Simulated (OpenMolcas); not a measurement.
**Se II: effect of the active space**

```json
{
  "Program": "OpenMolcas 26.06",
  "Method": "CASSCF or its RAS form",
  "Basis": "ANO-RCC-VTZP",
  "Scalar Hamiltonian": "DKH2, point nucleus",
  "Spin-orbit coupling": "state interaction with AMFI integrals over the reference wave functions, term energies averaged over their components"
}
```

A. 3 electrons in 3 orbitals (4p); 2S+1 = 4 odd, 1 root; 2S+1 = 2 odd, 8 roots; cost of the order of 2.8 core-seconds
B. 5 electrons in 4 orbitals (4s 4p); 2S+1 = 4 odd, 1 root; 2S+1 = 2 odd, 8 roots; 2S+1 = 4 even, 3 roots; 2S+1 = 2 even, 9 roots; cost about 11 core-seconds
C. 5 electrons in 8 orbitals (4s 4p 5s 5p); 2S+1 = 4 odd, 1 root; 2S+1 = 2 odd, 8 roots; 2S+1 = 4 even, 3 roots; 2S+1 = 2 even, 9 roots; cost of the order of 20 core-seconds
D. 5 electrons in 9 orbitals (RAS2 4s 4p; RAS3 4d, at most 2 electrons); 2S+1 = 4 odd, 1 root; 2S+1 = 2 odd, 8 roots; 2S+1 = 4 even, 3 roots; 2S+1 = 2 even, 8 roots; cost about 30 core-seconds

Energies in cm⁻¹ above 4s² 4p³ ⁴S°_3/2, the measured ground level; measured values from NIST Handbook of Basic Atomic Spectroscopic Data.

```tsv
Level	A	B	C	D	Measured
4s² 4p³ ⁴S°_3/2	0.0	0.0	0.0	0.0	0.0
4s² 4p³ ²D°_3/2	17454	17257	16799	16578	13168
4s² 4p³ ²D°_5/2	17852	17868	17461	17041	13784
4s² 4p³ ²P°_1/2	29530	25017	24214	26715	23038
4s² 4p³ ²P°_3/2	30064	25725	24973	27284	23895
```

Deviations, from unrounded energies. A percentage is the sum of absolute deviations over the sum of measured energies, with the sign that they share, or ± where signs differ.

```csv
Against measurement,Levels,A,B,C,D
mean absolute deviation (cm-1),4,5300,3000,2400,3400
other terms of the ground configuration (%),4,+28.4,+16.2,+12.9,+18.6
```

C lies closest to measurement on these levels and A furthest from it. The largest miss of C in the table is 4s² 4p³ ²D°_5/2, by +3700 cm-1. The ranking rests on the paired levels alone, and a cruder setting can come out closer through cancelling errors.

Among A to D the level of the table that moves most is 4s² 4p³ ²P°_1/2, by 5300 cm-1 (lowest in C, highest in A).

Without dynamic correlation excited terms often stand tens of per cent too high (terms of higher spin than the ground term too low), and those without a measured partner can miss by more than the paired ones. With the s shell closed, the reference lacks s² → p² mixing (holds for A). Active for correlation alone: 5p 5s; no level in the range computed is led by a configuration that fills them, so any true level of that kind is missing (holds for C). The run also gave levels led by 4s² 4p² 4d, which use shells meant for correlation; these and all levels above them are left out (holds for D). Computed and measured levels are paired by configuration, term and J; levels that our copy of the source lacks, or whose pairing is in doubt (as where it misses far off the trend of its configuration), stay unpaired and out of the deviations. Levels of configurations outside the active space are missing. The table leaves out levels that lie high or whose names do not pair safely across all columns.

° marks odd parity.
